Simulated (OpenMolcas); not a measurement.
Cu: effect of the basis set

```
Program             : OpenMolcas 26.06
Method              : SS-CASPT2, IPEA 0.25 Eh, imaginary shift 0.1 Eh (closed shells correlated: 3s 3p)
Active space        : 11 electrons in 6 orbitals (3d 4s)
State averaging     : 2S+1 = 2 even, 6 roots
Spin-orbit coupling : RASSI with atomic mean-field integrals over the reference wave functions, term energies averaged over their components
```

A. ANO-R1 [5s3p2d1f], X2C, finite nucleus; CASPT2 step of the order of 0.8 core-seconds
B. ANO-RCC-VDZP [5s4p2d1f], DKH2, point nucleus; CASPT2 step about 1 core-seconds
C. ANO-L-VTZP [6s5p3d2f1g], non-relativistic, point nucleus; CASPT2 step about 2.9 core-seconds
D. ANO-RCC-VTZP [6s5p3d2f1g], DKH2, point nucleus; CASPT2 step of the order of 1.4 core-seconds
E. ANO-R2 [6s4p4d2f1g], X2C, finite nucleus; CASPT2 step roughly 1.3 core-seconds
F. ANO-RCC-VQZP [7s6p4d3f2g1h], DKH2, point nucleus; CASPT2 step roughly 2.8 core-seconds

Energies in cm-1 above 3d10 4s 2S 1/2, the measured ground level; measured values from NIST Handbook of Basic Atomic Spectroscopic Data.

```
         Level      A      B      C      D      E      F  Measured
3d10 4s 2S 1/2    0.0    0.0    0.0    0.0    0.0    0.0       0.0
3d9 4s2 2D 5/2  11540  14790  15210  13470  13650  15350     11203
3d9 4s2 2D 3/2  13550  16820  17230  15460  15650  17360     13245
```

Deviations, from unrounded energies. A percentage is the sum of absolute deviations over the sum of measured energies, with the sign that they share, or ± where signs differ.

| Against measurement | Levels | A | B | C | D | E | F |
| --- | --- | --- | --- | --- | --- | --- | --- |
| mean absolute deviation (cm-1) | 2 | 320 | 3600 | 4000 | 2200 | 2400 | 4100 |
| other configurations (%) | 2 | +2.6 | +29.3 | +32.7 | +18.4 | +19.9 | +33.8 |

A lies closest to measurement on these levels and F furthest from it. The largest miss of A in the table is 3d9 4s2 2D 5/2, by +340 cm-1. The ranking rests on the paired levels alone, and a cruder setting can come out closer through cancelling errors.

Among A to F the level of the table that moves most is 3d9 4s2 2D 3/2, by 3800 cm-1 (lowest in A, highest in F). Moves below CASPT2's spread within the term are not significant.

CASPT2 breaks the degeneracy within a term, and the mean is taken; among the terms shown or strongly mixed into the levels shown the widest spread is 70 cm-1 (3d9 4s2 2D, C). Over all roots computed the reference weight is 0.85 to 0.90 in B, 0.83 to 0.89 in C, 0.80 to 0.89 in D, 0.80 to 0.90 in E, 0.76 to 0.89 in F; the roots of lowest weight are the least certain, and an intruder state may touch them. A single d shell beside an s shell can misplace configurations of different d count against each other. Measured partners are found by configuration, term and J. A level has none where our copy of the source lacks it or the pairing is in doubt (some pairs that miss far off the trend of their configuration count as doubtful), and it then counts in no deviation. Only configurations of the active space appear.
